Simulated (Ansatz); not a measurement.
Ideal-gas functions of `[F][Cd][O][SiH3]` at 400 K and 1 bar, from an Ansatz frequency run at PBE0-D4/def2-TZVP.

Molar mass 178.52 g/mol, point group Cs (symmetry number 1), electronic degeneracy 1, moments of inertia 15.852, 417.374, 427.415 u Å². Harmonic wavenumbers (cm⁻¹, unscaled): 40, 75, 138, 150, 443, 609, 721, 728, 950, 960, 993, 999, 2181, 2189, 2223.

Use S(trans) = R[1.5 ln M + 2.5 ln T − 1.1517]; rotational temperatures θ = 24.2544 K / I; S(rot) = R[ln(√π/σ · √(T³/θAθBθC)) + 1.5]; for each mode x = 1.438777 ν̃/T, S = R[x/(eˣ − 1) − ln(1 − e⁻ˣ)] and H = RT x/(eˣ − 1); 1 cm⁻¹ = 0.0119627 kJ/mol; R = 8.31446 J/(mol·K).

Question: By hand: the entropy, in J/(mol·K).

Answer: Translation 179.6. Rotation: θ = 1.5301, 0.0581, 0.0567 K, giving 113.9. Vibration, mode by mode: 24.44, 19.23, 14.22, 13.54, 5.27, 3.28, 2.39, 2.34, 1.24, 1.21, 1.10, 1.08, 0.03, 0.03, 0.03, in all 89.4. Electronic 0.0. Sum 382.9 J/(mol·K).

Question: By hand: H − E and G − E in kJ/mol, counted from the electronic energy.

Answer: Zero-point energy ½ × 13399 × 0.0119627 = 80.1; thermal vibration 16.2; translation, rotation and pV give 4 RT = 13.3. H − E = 109.6 kJ/mol, and G − E = 109.6 − 400 × 382.9/1000 = -43.6 kJ/mol.

Vibration gives 23 % of the entropy, 57.9 J/(mol·K) of it from the modes under 150 cm⁻¹: soft modes count most, and the harmonic formula is weakest for them. The sum counts one conformer and one mirror image; others add a mixing term.
